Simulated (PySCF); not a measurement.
CHOS, SMILES [OH+]=C=S, charge +1.

Coordinates come from a B3LYP-D3(BJ)/def2-TZVP optimisation. The isomer is the one that the SMILES or the coordinates give; other isomers of the formula were not compared.

Two levels are set side by side: TDA-PBE/def2-SVPD (PySCF) and TDA-M06-2X/def2-SVPD (PySCF). Vertical, same geometry. The lowest singlet is HOMO→LUMO 98 % with PBE and HOMO→LUMO 92 % with the other functional; states are paired by order. Differences are taken from unrounded values.

```json
[
 {"quantity": "lowest singlet excitation (eV)", "TDA-M06-2X": "4.68", "TDA-PBE": "5.10", "TDA-PBE minus TDA-M06-2X": "0.42"},
 {"quantity": "lowest triplet excitation (TDA) (eV)", "TDA-M06-2X": "4.37", "TDA-PBE": "4.46", "TDA-PBE minus TDA-M06-2X": "0.09"},
 {"quantity": "first bright state (f over 0.05) (eV)", "TDA-M06-2X": "9.91", "TDA-PBE": "10.11", "TDA-PBE minus TDA-M06-2X": "0.20"},
 {"quantity": "its oscillator strength", "TDA-M06-2X": "0.17", "TDA-PBE": "0.93", "TDA-PBE minus TDA-M06-2X": "0.77"}
]
```

Rough cost on one machine, each run with all the roots and properties that it gave: TDA-M06-2X against TDA-PBE about 6 times.
